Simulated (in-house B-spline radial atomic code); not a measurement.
Checks on a self-consistent run for the europium ion Eu²⁺, [Kr] (4d3/2)4 (4d5/2)5 4f6 5s2 5p6 6s2. Level of theory: Dirac-Hartree-Fock, average of the jj configuration, Fermi nucleus of rms radius 5.1115 fm; calculated with a B-spline radial code for spherical atoms.

```tsv
orbital	q	ε (Eh)	<1/r>	<r²>	small-component weight
1s1/2	2	-1795.05927	70.2182	0.000679109	0.054968
2s1/2	2	-300.35328	16.7411	0.0106044	0.012138
2p1/2	2	-284.31419	16.6772	0.00774254	0.012139
2p3/2	4	-260.41647	14.8149	0.00897373	0.011289
3s1/2	2	-69.10940	6.11365	0.0705196	0.0038492
3p1/2	2	-62.17403	6.016	0.0660052	0.0037765
3p3/2	4	-57.19666	5.5495	0.0729684	0.0035454
3d3/2	4	-45.36642	5.40962	0.0585838	0.0034042
3d5/2	6	-44.27381	5.28739	0.0607429	0.0033299
4s1/2	2	-15.65601	2.53674	0.357813	0.0011991
4p1/2	2	-12.92222	2.42925	0.377999	0.0011244
4p3/2	4	-11.73384	2.28012	0.414019	0.0010505
4d3/2	4	-7.20101	2.06199	0.476168	0.0008883
4d5/2	5	-6.98530	2.02716	0.490696	0.00087091
4f5/2	2.5714	-1.78182	1.58051	0.78359	0.00055744
4f7/2	3.4286	-1.70922	1.5601	0.81066	0.00054606
5s1/2	2	-3.07311	0.993243	1.98521	0.00026379
5p1/2	2	-2.16827	0.894402	2.42346	0.00021986
5p3/2	4	-1.98623	0.841336	2.68455	0.00019941
6s1/2	2	-0.72246	0.380867	12.0945	4.6458e-05
```

Electron-electron repulsion V_ee = 3902.6409 hartree.

Task: What total energy follows from the eigenvalues?

Result: The eigenvalues count the repulsion twice, so E = Σqε - V_ee = -6937.718 - 3902.641 = -10840.359 hartree; the run printed -10840.359.

Task: Does the Dirac virial theorem hold?

Result: For a point nucleus E = -2c²Σq·w, with w the small-component weight. Here Σq·w = 0.2886 and c = 137.0360, so the ratio E/(-2c²Σq·w) is 1.000125; the finite nucleus accounts for the departure from 1.

Task: What diamagnetic shielding (Lamb formula) and susceptibility (Langevin formula) do the radii give?

Result: σ = (α²/3)Σq<1/r> = 421.105/(3·137.036²) = 7474.8 ppm, and χ = -0.79199×10⁻⁶·Σq<r²> = -45.35×10⁻⁶ cm³/mol with Σq<r²> = 57.262 bohr². Both are non-relativistic formulas without the paramagnetism of open shells; for so heavy an element the full relativistic shielding is larger by tens of per cent.
